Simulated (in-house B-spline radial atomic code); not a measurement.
What moves the levels of Ta II (Ta+) ([Xe] 4f14 5d3 6s1)? Level of theory: Dirac-Hartree-Fock, average of configuration, Fermi nucleus of rms radius 5.3507 fm; calculated with a B-spline radial code for spherical atoms.

Baseline run (computed): total energy -15616.3365 hartree, 1s1/2 at -2493.338 hartree, 6s1/2 at -13.698 eV with <r> = 3.229 bohr.

Scaling the speed of light c (a factor of 100 is close to the non-relativistic limit):

| c/c0 | ΔE (hartree) | 6s1/2 level (eV) | 6s1/2 <r> (bohr) |
| --- | --- | --- | --- |
| 0.95 | -104.97 | -13.9055 | 3.19 |
| 0.98 | -39.59 | -13.7756 | 3.214 |
| 1.02 | 36.766 | -13.6265 | 3.243 |
| 1.2 | 276.74 | -13.1762 | 3.333 |
| 100 | 817.15 | -12.2588 | 3.542 |

Changing the nucleus:

```csv
nucleus,ΔE (eV)
Gaussian nucleus of rms radius 5.3507 fm,-0.427
uniform spherical nucleus of rms radius 5.3507 fm,0.107
Gaussian nucleus of rms radius 0.01 fm,-62.3
Fermi nucleus of rms radius 5.2437 fm,-2.08
Fermi nucleus of rms radius 5.4577 fm,2.11
```

A larger nucleus binds the electrons less, roughly as the density at the nucleus times the change of the nuclear <r²>. At equal rms radius the shape enters only through higher moments. A radius of 0.01 fm is nearly a point.

The nuclear charge is raised by 0.1. What does the Hellmann-Feynman theorem predict for the energy, and what is found?

dE/dZ ≈ -Σ<1/r>, which is -533.362 at the start and -534.493 at the end; their mean times 0.1 is -53.393 hartree, and the two runs differ by -53.39 hartree.
